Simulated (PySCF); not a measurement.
Predicted microwave data (PBE0/def2-SVPD in PySCF (dipole) on a GFN2-xTB geometry, gas phase) for one isomer of C4H6O3S:

| Item | Value |
| --- | --- |
| Rotational constants | A = 4145, B = 1084, C = 940.4 MHz |
| Dipole components | \|μa\| = 0.79 D, \|μb\| = 0.74 D, \|μc\| = 1.22 D |
| Inertial defect | -50.58 u·Å² |
| κ | -0.91 |

Task: Which candidate fits, each taken in the one conformer that was computed?
A. `[O:1]=[S:2](=[O:3])([OH:4])[CH:5]=[C:6]1[CH2:7][CH2:8]1` with O1–S2–O4–H 0°, O1–S2–C5–C6 -15°
B. `[O:1]=[S:2](=[O:3])([OH:4])[C@@H:5]1[CH:6]=[CH:7][CH2:8]1` with O1–S2–O4–H 5°, O1–S2–C5–C6 -88°
C. `[CH2:1]=[C:2]([CH:3]=[O:4])[S:5]([CH3:6])(=[O:7])=[O:8]` with C1–C2–C3–O4 158°, C1–C2–S5–C6 -121°
D. `[CH3:1][O:2][C:3](=[S:4])[CH2:5][C:6](=[O:7])[OH:8]` with C1–O2–C3–S4 2°, O2–C3–C5–C6 89°, C3–C5–C6–O7 -64°, C5–C6–O8–H -178°
E. `[CH3:1][S@@:2](=[O:3])[C@@H:4]1[CH2:5][C:6](=[O:7])[O:8]1` with C1–S2–C4–C5 164°

Result: E. It is C[S@@](=O)[C@@H]1CC(=O)O1, a near-prolate asymmetric top, point group C1. The candidates at the same level (rigid rotor, commonest isotopes):

```json
{"SMILES": "C[S@@](=O)[C@@H]1CC(=O)O1", "A (MHz)": "4145", "B (MHz)": "1084", "C (MHz)": "940.4", "μa (D)": "0.79", "μb (D)": "0.74", "μc (D)": "1.22", "Δ (u·Å²)": "-50.58", "point group": "C1", "rotor": "near-prolate asymmetric top"}
{"SMILES": "O=S(=O)(O)[C@@H]1C=CC1", "A (MHz)": "3519", "B (MHz)": "1509", "C (MHz)": "1391", "μa (D)": "2.25", "μb (D)": "1.81", "μc (D)": "2.39", "Δ (u·Å²)": "-115.16", "point group": "C1", "rotor": "asymmetric top"}
{"SMILES": "COC(=S)CC(=O)O", "A (MHz)": "2745", "B (MHz)": "1185", "C (MHz)": "936.7", "μa (D)": "0.04", "μb (D)": "0.62", "μc (D)": "0.84", "Δ (u·Å²)": "-71.13", "point group": "C1", "rotor": "asymmetric top"}
{"SMILES": "O=S(=O)(O)C=C1CC1", "A (MHz)": "3933", "B (MHz)": "1134", "C (MHz)": "1090", "μa (D)": "4.46", "μb (D)": "0.16", "μc (D)": "2.15", "Δ (u·Å²)": "-110.62", "point group": "C1", "rotor": "near-prolate asymmetric top"}
{"SMILES": "C=C(C=O)S(C)(=O)=O", "A (MHz)": "2451", "B (MHz)": "1724", "C (MHz)": "1317", "μa (D)": "2.48", "μb (D)": "2.29", "μc (D)": "2.93", "Δ (u·Å²)": "-115.59", "point group": "C1", "rotor": "asymmetric top"}
```

`C=C(C=O)S(C)(=O)=O` has B 59 % too high; `COC(=S)CC(=O)O` has A 34 % too low; `O=S(=O)(O)C=C1CC1` has C 16 % too high; `O=S(=O)(O)[C@@H]1C=CC1` has C 48 % too high. No structure here is proved a minimum.
